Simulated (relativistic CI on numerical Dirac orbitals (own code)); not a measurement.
# Fe⁵⁺: K-beta X-ray emission

Computed with this model: Dirac-Coulomb-Breit CI, KLI orbitals optimised for each configuration, model QED (radiative potential, 1s self-energy scaled to tabulated hydrogen-like ionisation energies), multiplet model of X-ray emission after core ionisation, unscaled Slater integrals; configurations [Ar] 3d3 → 1s 2s2 2p6 3s2 3p6 3d3 → [Ne] 3s2 3p5 3d3; 80 K; Lorentzian 2.24 eV and Gaussian 1 eV FWHM. Energies are those of the free ion, without screening or charge transfer. S is read from ⟨S²⟩ = S(S + 1).

Field parameters in Wybourne normalisation: D4h B²₀ = −7Ds, B⁴₀ = 21(Dq − Dt), B⁴₄ = 21√(5/14) Dq. The field is a parameter set, without covalency.

free ion: ground-state S = 1.50, centroid 7066.44 eV. Peaks (eV, height): 7041.4 (10), 7046.4 (14), 7054.8 (7), 7063.8 (32), 7069.0 (95), 7071.0 (100).

D4h, 10Dq = 26050, Ds = -1500, Dt = 150 cm⁻¹: ground-state S = 1.50, centroid 7064.83 eV. Peaks (eV, height): 7043.0 (17), 7050.0 (8), 7061.4 (26), 7070.6 (100).

Strongest unbroadened transitions for D4h, 10Dq = 26050, Ds = -1500, Dt = 150 cm⁻¹:

| Energy (eV) | Relative strength |
| --- | --- |
| 7042.85 | 12.6 |
| 7042.91 | 15.6 |
| 7043.33 | 17.5 |
| 7067.12 | 15.7 |
| 7067.19 | 11.6 |
| 7067.27 | 17.0 |
| 7067.32 | 11.8 |
| 7067.54 | 11.3 |
| 7067.72 | 22.5 |
| 7069.95 | 84.5 |
| 7069.97 | 41.2 |
| 7070.38 | 46.4 |
| 7070.41 | 91.8 |
| 7070.47 | 88.6 |
| 7071.03 | 100.0 |
| 7071.06 | 98.0 |
| 7071.08 | 97.5 |
| 7071.09 | 48.7 |
